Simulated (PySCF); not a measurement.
The vertical singlet excitations below were computed for one of the candidates. The calculation used PySCF, TDDFT PBE0/def2-SVPD, vertical, gas phase, core orbitals frozen in the response. Geometries: GFN2-xTB, one conformer each.

```tsv
state	E (eV)	f
S1	5.74	0.0002
S2	6.60	0.012
S3	7.07	0.0085
S4	7.25	0.031
S5	7.45	0.031
S6	7.73	0.011
```

Orbital energies (eV): HOMO-3 -9.76, HOMO-2 -9.32, HOMO-1 -8.67, HOMO -7.83, LUMO -0.28, LUMO+1 0.46, LUMO+2 0.73.

Task: Which candidate is it? All have the formula C5H4F2.
A. `C#C[C@@]1(F)C[C@@H]1F`
B. `FC(F)C=C1C=C1`
C. `C1=C(C=C[C@H]1F)F`

Result: A. Its S1, at 5.74 eV, is the highest among the candidates; the nearest of the others has S1 at 4.47 eV. S1 is HOMO→LUMO (94%). Löwdin shares by element: HOMO carbon 74% or more (atoms not listed hold the other 26%); LUMO carbon 60% or more, fluorine 10% or more (atoms not listed hold the other 30%). At the same level the other candidates give, for their lowest levels:
- `FC(F)C=C1C=C1`: 4.46 eV (f 0.012); 6.20 eV (f 0.000); 6.48 eV (f 0.000); 6.77 eV (f 0.000); 7.09 eV (f 0.560); T1 3.38 eV; HOMO -6.83, LUMO -1.22 eV
- `FC1=C[C@H](F)C=C1`: 4.47 eV (f 0.044); 6.50 eV (f 0.037); 6.71 eV (f 0.003); 6.81 eV (f 0.007); 7.03 eV (f 0.018); T1 2.69 eV; HOMO -6.99, LUMO -1.63 eV
Triplets come from the Tamm–Dancoff approximation.
